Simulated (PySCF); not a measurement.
# Dipole response of Ta (tantalum, neutral)

[Xe] 4f14 5d3 6s2, high-spin 4F determinant. Calculation: PySCF 2.14, in ANO-RCC-VTZP (8s7p5d3f2g1h, 104 functions); the spin-free X2C one-electron Hamiltonian (Gaussian nucleus). Coupled (time-dependent) response in atomic units; α is the mean over directions. The basis has no added diffuse functions, which lowers α and C₆.

```tsv
method	mean α (bohr³)	C₆ (like pair)	S(−4)
PBEsol	63.66	742.8	1417
```

S(−4) is the Cauchy moment in α(ω) = α(0) + S(−4) ω² + …

Reference α: 74 ± 20 bohr³ (recommended; Schwerdtfeger and Nagle, table of static dipole polarizabilities (2023 update)). Published C₆: 887.0 (Gould and Bucko (2016)).

Spin-orbit coupling is absent.

α(iu) at PBEsol:

```
u (hartree)  α(iu) (bohr³)
          0          63.66
     0.0500          60.34
      0.100          52.44
      0.200          35.54
      0.300          24.33
      0.500          13.83
      0.750          8.817
       1.00          6.438
       1.50          4.061
       2.00          2.851
       3.00          1.664
       5.00         0.8007
```

A single London oscillator, α(iu) = α/(1 + u²/ω²), gives C₆ = (3/4) ω α². Matching the computed C₆ needs ω = 4 × 742.8 / (3 × 63.66²) = 0.244 hartree.

Spin-orbit coupling, absent here, splits the open shell strongly.
